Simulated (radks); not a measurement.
Q: Species: Br III. Configuration: [Ar] 3d10 4s1 4p3 4f1 (not the ground configuration). All-electron calculation, Dirac Kohn-Sham, AM05, spin-unpolarised, spherical densities, point nucleus; open shells fill j = l - 1/2 first. Program: a radial shooting solver on a logarithmic mesh with Libxc functionals. Some entries of the table are withheld. Estimate them.

orbital  occ.  eigenvalue (hartree)  r(max) (bohr)  <r> (bohr)
1s1/2       2             -489.7955        0.02794     0.04279
2s1/2       2             -64.84264         0.1595      0.1895
2p1/2       2             -58.55128         0.1253      0.1629
2p3/2       4             -56.80932         0.1285      0.1668
3s1/2       2              -9.97516         0.4846      0.5517
3p1/2       2              -7.78688         0.4755      0.5567
3p3/2       4              -7.53515         0.4842      0.5672
3d3/2       4              -3.72911         0.4281         (1)
3d5/2       6              -3.68889         0.4308         (2)
4s1/2       1              -1.81194          1.367       1.544
4p1/2       2              -1.30344            (3)       1.744
4p3/2       1              -1.27608            (4)       1.770
4f5/2       1              -0.23095            (5)       5.461
4f7/2       0              -0.23094            (6)       5.461

A: 
(1) 3d3/2 <r> (bohr): 0.5843
(2) 3d5/2 <r> (bohr): 0.5882
(3) 4p1/2 r(max) (bohr): 1.519
(4) 4p3/2 r(max) (bohr): 1.543
(5) 4f5/2 r(max) (bohr): 5.003
(6) 4f7/2 r(max) (bohr): 5.003
